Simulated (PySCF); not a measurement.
Bi(Cl)2(Me) (CH3BiCl2), SMILES [CH3][Bi]([Cl])[Cl]. Heavy atoms are numbered as in [Bi:1]([Cl:2])([Cl:3])[CH3:4]. Hydrogens are named by the atom that carries them.

Geometry optimised at B3LYP-D3(BJ)/def2-SVP. The structure was generated by enumeration; whether it is a known compound was not checked. The def2 effective core potentials stand for the cores of Bi; spin–orbit coupling is left out.

Method: PBE/def2-TZVP run with PySCF.

ESP charges are fitted to the potential on shells at 1.4 to 2.0 van der Waals radii. Atomic charges (e), one atom of each kind:

```
atom      ESP fit  Löwdin
--------  -------  ------
Bi1             …    0.45
Cl2             …   -0.13
C4 (CH3)        …   -0.55
H on C4         …    0.11
```

Question: Some entries are withheld; supply them. (An estimate is asked for; the answer gives what the named calculation found.)

Answer: 
- Bi1, ESP fit: 0.53
- Cl2, ESP fit: -0.26
- C4 (CH3), ESP fit: -0.33
- H on C4, ESP fit: 0.11
